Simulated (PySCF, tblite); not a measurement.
Isomers of C5H7N3, one GFN2-xTB conformer each. Single-point energies are computed at PBE0/pcSseg-1 (PySCF, gas phase, no added dispersion term), electronic only.

| SMILES | GFN2-xTB relative energy (kcal/mol) |
| --- | --- |
| C=Cc1nncn1C | 0.5 |
| Cc1cnnc(C)n1 | 0.0 |
| C=Cn1ncc(C)n1 | 5.0 |
| Cc1cc(C)nnn1 | 14.1 |
| c1cn(C2CC2)nn1 | 11.3 |

Conformers: `[CH2:1]=[CH:2][c:3]1[n:4][n:5][cH:6][n:7]1[CH3:8]` with C1–C2–C3–N4 0°; `[CH2:1]=[CH:2][n:3]1[n:4][cH:5][c:6]([CH3:7])[n:8]1` with C1–C2–N3–N4 180°; `[cH:1]1[cH:2][n:3]([CH:4]2[CH2:5][CH2:6]2)[n:7][n:8]1` with C2–N3–C4–C5 145°.

Task: What does PBE0/pcSseg-1 give for the same structures?

Result: 
```tsv
SMILES	PBE0/pcSseg-1 E (Eh)	PBE0/pcSseg-1 (kcal/mol)	GFN2-xTB (kcal/mol)	point group
Cc1cnnc(C)n1	-358.50530	0.0	0.0	near Cs
C=Cc1nncn1C	-358.49578	6.0	0.5	Cs
C=Cn1ncc(C)n1	-358.49199	8.4	5.0	near Cs
Cc1cc(C)nnn1	-358.47723	17.6	14.1	C2v
c1cn(C2CC2)nn1	-358.46869	23.0	11.3	Cs
```

Both levels put the same isomer lowest; measured from each level's own lowest isomer, the values differ by up to 11.7 kcal/mol (c1cn(C2CC2)nn1: 11.3 against 23.0). As drawn, the highest has a three-membered ring, which the lowest lacks. Neighbours under 2.5 kcal/mol apart (C=Cc1nncn1C and C=Cn1ncc(C)n1) can change places with a better method, another conformer or zero-point energy.

Task: Which frontier levels, dipoles and rotational constants go with these structures?

Result: 
```json
{"SMILES": "Cc1cnnc(C)n1", "HOMO (eV, PBE0/pcSseg-1)": "-6.63", "LUMO (eV)": "-1.73", "dipole (D)": "3.13", "A, B, C (MHz)": "3859, 1960, 1321"}
{"SMILES": "C=Cc1nncn1C", "HOMO (eV, PBE0/pcSseg-1)": "-6.76", "LUMO (eV)": "-1.07", "dipole (D)": "5.96", "A, B, C (MHz)": "3532, 2036, 1302"}
{"SMILES": "C=Cn1ncc(C)n1", "HOMO (eV, PBE0/pcSseg-1)": "-6.85", "LUMO (eV)": "-0.96", "dipole (D)": "0.94", "A, B, C (MHz)": "5147, 1568, 1211"}
{"SMILES": "Cc1cc(C)nnn1", "HOMO (eV, PBE0/pcSseg-1)": "-6.86", "LUMO (eV)": "-1.69", "dipole (D)": "5.48", "A, B, C (MHz)": "4158, 1830, 1291"}
{"SMILES": "c1cn(C2CC2)nn1", "HOMO (eV, PBE0/pcSseg-1)": "-7.42", "LUMO (eV)": "-0.01", "dipole (D)": "4.51", "A, B, C (MHz)": "6258, 1558, 1382"}
```

Task: What happens when harmonic zero-point energies from GFN2-xTB frequencies are added?

Result: 
| SMILES | ZPE (kcal/mol) | electronic (kcal/mol) | with ZPE (kcal/mol) |
| --- | --- | --- | --- |
| Cc1cnnc(C)n1 | 72.5 | 0.0 | 0.0 |
| C=Cc1nncn1C | 73.3 | 6.0 | 6.7 |
| C=Cn1ncc(C)n1 | 73.2 | 8.4 | 9.1 |
| Cc1cc(C)nnn1 | 72.3 | 17.6 | 17.4 |
| c1cn(C2CC2)nn1 | 74.4 | 23.0 | 24.9 |

The zero-point energies span 2.1 kcal/mol. The order is unchanged.
